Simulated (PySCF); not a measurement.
Stationary points of SnBr4

Method: PySCF, PBE, basis Sn def2-SVP with ECP28, Br def2-SVP (scalar-relativistic core potentials, no spin–orbit coupling, density fitting).

Relaxations began from a few typed shapes. The search is not exhaustive: other isomers or separated fragments can lie lower, and high-lying points may rest on an excited occupation.

Order these stationary points by electronic energy, lowest first, in kJ/mol from the lowest minimum.
A. singlet D4h: Sn–Br 2.550 Å (×4); Br–Sn–Br 90.0° (×4), Br–Sn–Br 180.0° (×2)
B. singlet Td: Sn–Br 2.497 Å (×4); Br–Sn–Br 109.5° (×6)

B (0.0), A (136.8).

Which of them are minima?

By energy in kJ/mol, 0.0: minimum; 136.8: saddle point, 1 imaginary mode.

Counting electrons, tin keeps none of its valence electrons outside its bonds, so the VSEPR class is AX4 and the expected shape is tetrahedral (Td), as computed.
